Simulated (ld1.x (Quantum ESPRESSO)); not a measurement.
## Transferability test, RRKJ potential for Zn

* Element: zinc
* Generator: ld1.x (Quantum ESPRESSO) 7.5
* Type: norm-conserving RRKJ (Kleinman–Bylander form)
* Functional: PBE
* Relativity: scalar-relativistic
* Frozen core: [Ar]
* Valence charge: 12
* Reference configuration: 3d10 4s2 4p0
* Partial waves: 4s (bound): rc 2.25 bohr; 4p (bound, empty): rc 2.35 bohr; 4f channel at 0.4 Ry: rc 2.10 bohr; 3d (bound): rc 0.70 bohr
* Local potential: the d channel
* Core correction: none
* rho0: 0.02

Energies are relative to the spin-unpolarised reference configuration 3d10 4s2 4p0; without spin polarisation the order of configurations can differ from experiment. Not all tests gave a result: 1 of 7 tests not solved or not reliable. Left out of the table: 3d9 4s2 4p0 (solver errors, printed error -19.1 eV).

(1) Give the all-electron excitation energy and the error of the potential for: 3d10 4s1 4p0; 3d10 4s0 4p0; 3d9 4s0 4p0; 3d10 4s1.5 4p0; 3d10 4s1 4p1; 3d10 4s0 4p2.

Note: ghost states, extra bound levels that the all-electron valence spectrum of the same l lacks: s at -629.6 eV, p at -361.7 eV. A true bound ghost makes a file unfit for plane-wave use.

Results:

(1)

```
valence configuration  charge  ΔE all-electron (eV)  error AE − PS (meV)
         3d10 4s1 4p0      +1                 9.888                 +9.9
         3d10 4s0 4p0      +2                28.331                  +38
          3d9 4s0 4p0      +3                68.865                  +73
       3d10 4s1.5 4p0    +0.5                 3.941                 +1.9
         3d10 4s1 4p1       0                 5.086                 +2.3
         3d10 4s0 4p2       0                10.558                 +4.7
```

These tests converged, but a pseudo level misses the all-electron one widely, so the file describes the atom poorly there or has found another state: 3d10 4s0 4p0: empty 4p by 3.6 eV (a node warning on the way); 3d9 4s0 4p0: empty 4s by 10.0 eV.
